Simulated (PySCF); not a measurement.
PySCF input (M06-2X/def2-TZVPD):

```python
from pyscf import gto, scf, dft

mol = gto.M(
    atom='''
    C    -0.47162423    0.09897286    0.04953549
    N     0.72987879   -0.15316896   -0.07666040
    H    -1.32838249   -0.67059574    0.14103533
    H    -0.95102367    1.14894128    0.09837455
    ''',
    basis='def2-tzvpd',
    charge=-1,
    spin=0,
    verbose=4,
)

mf = dft.RKS(mol, xc='m062x').density_fit(auxbasis='def2-universal-jkfit')
mf.grids.level = 4
mf.conv_tol = 1e-9
mf.max_cycle = 100
mf.max_memory = 1500
mf.kernel()
if not mf.converged:
    mf = mf.newton()
    mf.kernel(mf.make_rdm1())
mf.analyze()
```

Output:

```
PySCF version 2.14.0

[INPUT] verbose = 4
[INPUT] num. atoms = 4
[INPUT] num. electrons = 16
[INPUT] charge = -1
[INPUT] spin (= nelec alpha-beta = 2S) = 0
[INPUT] symmetry False subgroup None
[INPUT] Mole.unit = angstrom
[INPUT] Symbol           X                Y                Z      unit          X                Y                Z       unit  Magmom
[INPUT]  1 C     -0.471624230000   0.098972860000   0.049535490000 AA   -0.891240628409   0.187031599165   0.093608509546 Bohr   0.0
[INPUT]  2 N      0.729878790000  -0.153168960000  -0.076660400000 AA    1.379271017229  -0.289447385184  -0.144867160600 Bohr   0.0
[INPUT]  3 H     -1.328382490000  -0.670595740000   0.141035330000 AA   -2.510279094768  -1.267242288900   0.266518147588 Bohr   0.0
[INPUT]  4 H     -0.951023670000   1.148941280000   0.098374550000 AA   -1.797174274279   2.171184352407   0.185900957127 Bohr   0.0

nuclear repulsion = 27.2627202176455
number of shells = 36
number of NR pGTOs = 126
number of NR cGTOs = 92
basis = def2-tzvpd
ecp = {}

******** <class 'pyscf.df.df_jk.DFRKS'> ********
method = DFRKS
initial guess = minao
damping factor = 0
level_shift factor = 0
DIIS = <class 'pyscf.scf.diis.CDIIS'>
diis_start_cycle = 1
diis_space = 8
diis_damp = 0
SCF conv_tol = 1e-09
SCF conv_tol_grad = None
SCF max_cycles = 100
direct_scf = False
XC library pyscf.dft.libxc version 7.1.2
    S. Lehtola, C. Steigemann, M. J. T. Oliveira, and M. A. L. Marques,  SoftwareX 7, 1–5 (2018)
XC functionals = m062x
    Y. Zhao and D. G. Truhlar,  Theor. Chem. Acc. 120, 215 (2008)
    Y. Zhao and D. G. Truhlar,  Theor. Chem. Acc. 120, 215 (2008)
radial grids:
    Treutler-Ahlrichs [JCP 102, 346 (1995); DOI:10.1063/1.469408] (M4) radial grids

becke partition: Becke, JCP 88, 2547 (1988); DOI:10.1063/1.454033
pruning grids: <function nwchem_prune>
grids dens level: 4
symmetrized grids: False
atomic radii adjust function: <function treutler_atomic_radii_adjust>
small_rho_cutoff = 0
Set gradient conv threshold to 3.16228e-05
Initial guess from minao.
tot grids = 87904
******** <class 'pyscf.df.df.DF'> ********
auxbasis = def2-universal-jkfit
init E= -93.9629313100254
  HOMO = -0.205452354559895  LUMO = -0.0366269504355614  gap/eV = 4.59397
cycle= 1 E= -93.8795292053247  delta_E= 0.0834  |g|= 0.602  |ddm|=  1.5
  HOMO = 0.162940899820277  LUMO = 0.17848095330974  gap/eV = 0.42287
cycle= 2 E= -93.6767478772388  delta_E= 0.203  |g|=  1.1  |ddm|=   38
  HOMO = 0.0323283636591825  LUMO = 0.186574123631367  gap/eV = 4.19724
cycle= 3 E= -93.9848574236054  delta_E= -0.308  |g|= 0.0459  |ddm|= 33.4
  HOMO = 0.0171737539378753  LUMO = 0.188563646006116  gap/eV = 4.66376
cycle= 4 E= -93.9852420244001  delta_E= -0.000385  |g|= 0.0408  |ddm|=  1.2
  HOMO = 0.0196756047164115  LUMO = 0.189792074514585  gap/eV = 4.62910
cycle= 5 E= -93.985629689709  delta_E= -0.000388  |g|= 0.00492  |ddm|= 0.112
  HOMO = 0.0191518762750249  LUMO = 0.189716155779067  gap/eV = 4.64129
cycle= 6 E= -93.9856415593989  delta_E= -1.19e-05  |g|= 0.00155  |ddm|= 0.126
  HOMO = 0.0191014137514927  LUMO = 0.189738622127599  gap/eV = 4.64327
cycle= 7 E= -93.9856425799196  delta_E= -1.02e-06  |g|= 0.000283  |ddm|= 0.0369
  HOMO = 0.0190888699661471  LUMO = 0.189757896176538  gap/eV = 4.64414
cycle= 8 E= -93.9856426267856  delta_E= -4.69e-08  |g|= 3.48e-05  |ddm|= 0.0113
  HOMO = 0.0190850743915689  LUMO = 0.189759377136738  gap/eV = 4.64428
cycle= 9 E= -93.9856426285836  delta_E= -1.8e-09  |g|= 9.07e-06  |ddm|= 0.0037
  HOMO = 0.0190871479860704  LUMO = 0.189759449650438  gap/eV = 4.64423
cycle= 10 E= -93.9856426286522  delta_E= -6.86e-11  |g|= 9.37e-07  |ddm|= 0.000838
  HOMO = 0.0190870053519845  LUMO = 0.189759426219425  gap/eV = 4.64423
Extra cycle  E= -93.9856426286524  delta_E= -2.13e-13  |g|= 6.06e-07  |ddm|= 8.2e-05
converged SCF energy = -93.9856426286524
**** SCF Summaries ****
Total Energy =                         -93.985642628652400
Nuclear Repulsion Energy =              27.262720217645480
One-electron Energy =                 -184.581351726142458
Two-electron Energy =                   63.332988879844571
Two-electron Coulomb Energy =           76.488291821026891
DFT Exchange-Correlation Energy =      -13.155302941182319
HOMO-LUMO gap [eV] =                     4.644233127191818
**** MO energy ****
MO #1   energy= -14.4390206061885  occ= 2
MO #2   energy= -10.3166955783057  occ= 2
MO #3   energy= -0.695181065520288 occ= 2
MO #4   energy= -0.394155365929542 occ= 2
MO #5   energy= -0.246552905928198 occ= 2
MO #6   energy= -0.147983050489231 occ= 2
MO #7   energy= -0.119738051914277 occ= 2
MO #8   energy= 0.0190870053519845 occ= 2
MO #9   energy= 0.189759426219425  occ= 0
MO #10  energy= 0.265205205713938  occ= 0
MO #11  energy= 0.274339399691516  occ= 0
MO #12  energy= 0.279318198388471  occ= 0
MO #13  energy= 0.316218896450675  occ= 0
MO #14  energy= 0.348393901984319  occ= 0
MO #15  energy= 0.375517811013914  occ= 0
MO #16  energy= 0.389500723201992  occ= 0
MO #17  energy= 0.391199988196645  occ= 0
MO #18  energy= 0.429008936943301  occ= 0
MO #19  energy= 0.444461780764508  occ= 0
MO #20  energy= 0.471392271048973  occ= 0
MO #21  energy= 0.487970139167635  occ= 0
MO #22  energy= 0.503132314296374  occ= 0
MO #23  energy= 0.508474437709371  occ= 0
MO #24  energy= 0.553244200642673  occ= 0
MO #25  energy= 0.586056836934139  occ= 0
MO #26  energy= 0.605305414054566  occ= 0
MO #27  energy= 0.640168454255025  occ= 0
MO #28  energy= 0.666583700994617  occ= 0
MO #29  energy= 0.666702038224948  occ= 0
MO #30  energy= 0.669203989491021  occ= 0
MO #31  energy= 0.691071374970401  occ= 0
MO #32  energy= 0.723470013058707  occ= 0
MO #33  energy= 0.751503498245377  occ= 0
MO #34  energy= 0.891776782476955  occ= 0
MO #35  energy= 0.899498616322494  occ= 0
MO #36  energy= 0.90702441770791   occ= 0
MO #37  energy= 0.957967737059018  occ= 0
MO #38  energy= 0.996543287616657  occ= 0
MO #39  energy= 1.01676130518798   occ= 0
MO #40  energy= 1.07015086755613   occ= 0
MO #41  energy= 1.12272684173487   occ= 0
MO #42  energy= 1.22080195698555   occ= 0
MO #43  energy= 1.25169128235963   occ= 0
MO #44  energy= 1.38271966166878   occ= 0
MO #45  energy= 1.44549800521245   occ= 0
MO #46  energy= 1.66497473113513   occ= 0
MO #47  energy= 1.70480978193667   occ= 0
MO #48  energy= 1.77150335215489   occ= 0
MO #49  energy= 1.78913616953473   occ= 0
MO #50  energy= 1.87605838764311   occ= 0
MO #51  energy= 1.8833929633227    occ= 0
MO #52  energy= 2.03686604161177   occ= 0
MO #53  energy= 2.04018899930918   occ= 0
MO #54  energy= 2.1591416480134    occ= 0
MO #55  energy= 2.17292748286233   occ= 0
MO #56  energy= 2.25780173738341   occ= 0
MO #57  energy= 2.27895625571622   occ= 0
MO #58  energy= 2.47609128095992   occ= 0
MO #59  energy= 2.64843099081288   occ= 0
MO #60  energy= 2.649024845992     occ= 0
MO #61  energy= 2.71168794075183   occ= 0
MO #62  energy= 2.7436895340587    occ= 0
MO #63  energy= 2.75173402253301   occ= 0
MO #64  energy= 2.96519200273531   occ= 0
MO #65  energy= 3.03880785694142   occ= 0
MO #66  energy= 3.23538068261783   occ= 0
MO #67  energy= 3.24126702434101   occ= 0
MO #68  energy= 3.31953660459348   occ= 0
MO #69  energy= 3.34102025535733   occ= 0
MO #70  energy= 3.39172491047327   occ= 0
MO #71  energy= 3.47770553974708   occ= 0
MO #72  energy= 3.51608339709967   occ= 0
MO #73  energy= 3.58109067030628   occ= 0
MO #74  energy= 3.68267494696561   occ= 0
MO #75  energy= 3.89820676413504   occ= 0
MO #76  energy= 4.03980760861408   occ= 0
MO #77  energy= 4.1732442273693    occ= 0
MO #78  energy= 4.29142420305448   occ= 0
MO #79  energy= 4.36502907384701   occ= 0
MO #80  energy= 4.45829345515031   occ= 0
MO #81  energy= 4.74699056487072   occ= 0
MO #82  energy= 5.03141626703576   occ= 0
MO #83  energy= 5.03474020783237   occ= 0
MO #84  energy= 5.09847667386419   occ= 0
MO #85  energy= 5.13242062224168   occ= 0
MO #86  energy= 5.32043599267994   occ= 0
MO #87  energy= 5.57088805026962   occ= 0
MO #88  energy= 5.62548659050226   occ= 0
MO #89  energy= 5.63271013336159   occ= 0
MO #90  energy= 5.87471947121639   occ= 0
MO #91  energy= 22.8311127074623   occ= 0
MO #92  energy= 32.563190281449    occ= 0
 ** Mulliken pop on meta-lowdin orthogonal AOs  **
 ** Mulliken pop  **
pop of  0 C 1s            1.99995
pop of  0 C 2s            1.00669
pop of  0 C 3s            0.00840
pop of  0 C 4s            0.00213
pop of  0 C 5s            0.00110
pop of  0 C 6s            0.00046
pop of  0 C 2px           1.00045
pop of  0 C 2py           1.03771
pop of  0 C 2pz           1.07620
pop of  0 C 3px           0.01035
pop of  0 C 3py           0.00353
pop of  0 C 3pz           0.00484
pop of  0 C 4px           0.00128
pop of  0 C 4py           0.00059
pop of  0 C 4pz           0.00117
pop of  0 C 3dxy          0.00803
pop of  0 C 3dyz          0.00015
pop of  0 C 3dz^2         0.00112
pop of  0 C 3dxz          0.00157
pop of  0 C 3dx2-y2       0.00292
pop of  0 C 4dxy          0.00528
pop of  0 C 4dyz          0.00006
pop of  0 C 4dz^2         0.00008
pop of  0 C 4dxz          0.00003
pop of  0 C 4dx2-y2       0.00150
pop of  0 C 5dxy          0.02319
pop of  0 C 5dyz          0.00026
pop of  0 C 5dz^2         0.00058
pop of  0 C 5dxz          0.00031
pop of  0 C 5dx2-y2       0.00562
pop of  0 C 4f-3          0.00059
pop of  0 C 4f-2          0.00004
pop of  0 C 4f-1          0.00044
pop of  0 C 4f+0          0.00021
pop of  0 C 4f+1          0.00057
pop of  0 C 4f+2          0.00007
pop of  0 C 4f+3          0.00087
pop of  1 N 1s            1.99996
pop of  1 N 2s            1.59969
pop of  1 N 3s            0.02627
pop of  1 N 4s            0.00217
pop of  1 N 5s            0.00070
pop of  1 N 6s            0.00015
pop of  1 N 2px           1.41408
pop of  1 N 2py           1.66411
pop of  1 N 2pz           0.91098
pop of  1 N 3px           0.00520
pop of  1 N 3py           0.02154
pop of  1 N 3pz           0.00212
pop of  1 N 4px           0.00162
pop of  1 N 4py           0.00137
pop of  1 N 4pz           0.00069
pop of  1 N 3dxy          0.00149
pop of  1 N 3dyz          0.00011
pop of  1 N 3dz^2         0.00192
pop of  1 N 3dxz          0.00226
pop of  1 N 3dx2-y2       0.00499
pop of  1 N 4dxy          0.00114
pop of  1 N 4dyz          0.00001
pop of  1 N 4dz^2         0.00013
pop of  1 N 4dxz          0.00004
pop of  1 N 4dx2-y2       0.00042
pop of  1 N 5dxy          0.00283
pop of  1 N 5dyz          0.00003
pop of  1 N 5dz^2         0.00005
pop of  1 N 5dxz          0.00001
pop of  1 N 5dx2-y2       0.00056
pop of  1 N 4f-3          0.00029
pop of  1 N 4f-2          0.00001
pop of  1 N 4f-1          0.00001
pop of  1 N 4f+0          0.00002
pop of  1 N 4f+1          0.00022
pop of  1 N 4f+2          0.00005
pop of  1 N 4f+3          0.00044
pop of  2 H 1s            1.04137
pop of  2 H 2s            0.00332
pop of  2 H 3s            0.00234
pop of  2 H 2px           0.00224
pop of  2 H 2py           0.00021
pop of  2 H 2pz           0.00106
pop of  2 H 3px           0.00817
pop of  2 H 3py           0.00193
pop of  2 H 3pz           0.00134
pop of  3 H 1s            1.04137
pop of  3 H 2s            0.00332
pop of  3 H 3s            0.00234
pop of  3 H 2px           0.00190
pop of  3 H 2py           0.00056
pop of  3 H 2pz           0.00106
pop of  3 H 3px           0.00501
pop of  3 H 3py           0.00512
pop of  3 H 3pz           0.00130
 ** Mulliken atomic charges  **
charge of    0C =     -0.20836
charge of    1N =     -0.66766
charge of    2H =     -0.06199
charge of    3H =     -0.06199

WARN: System has nonzero charge -1; the dipole moment is origin-dependent.
Location of origin: [0. 0. 0.]

Dipole moment(X, Y, Z, Debye): -2.02868,  0.42574,  0.21308
```
